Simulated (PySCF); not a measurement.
Ionising AlSn

UHF-MP2; basis Al x2c-SVPall, Sn x2c-SVPall; spin-free X2C with a Gaussian nucleus; PySCF 2.14. Neutral (UHF): quartet (σ ↑, π ↑↑), Re = 2.654 Å, ωe = 275 cm⁻¹, De = 2.01 eV.

AlSn⁺ (UHF): triplet (σ ↑, π ↑), Re = 3.088 Å, ωe = 139 cm⁻¹, De = 0.84 eV to Al⁺ + Sn. The energies at the minima are -6415.46192 hartree for AlSn and -6415.21158 for AlSn⁺.

(1) Work out the adiabatic ionisation energy, without and with harmonic zero-point energies (1 hartree = 27.2114 eV, 1 eV = 8065.5 cm⁻¹), and the change of the bond length.

Correlated steps freeze 23 core orbitals. Correlated levels converge slowly with the basis: in double zeta they bind strong bonds too weakly, by up to about 1 eV, and carry superposition errors of some tenths. These are scalar-relativistic numbers at best; spin–orbit coupling would shift them, the dissociation energy most. For an ion De counts to the pair picked by the measured ionisation energies or electron affinities, which need not be the lowest pair at this level. States were picked by a PBE0 search and need not be the measured ground states.

Answers

(1) At UHF-MP2: 0.25034 hartree = 6.812 eV between the minima; the zero-point term (139.0 − 275.0)/2 cm⁻¹ = -0.008 eV makes it 6.804 eV. Re changes by +43.4 pm against the neutral. The electron leaves a π orbital, and the ion is left as a loose complex of an ion and an atom.
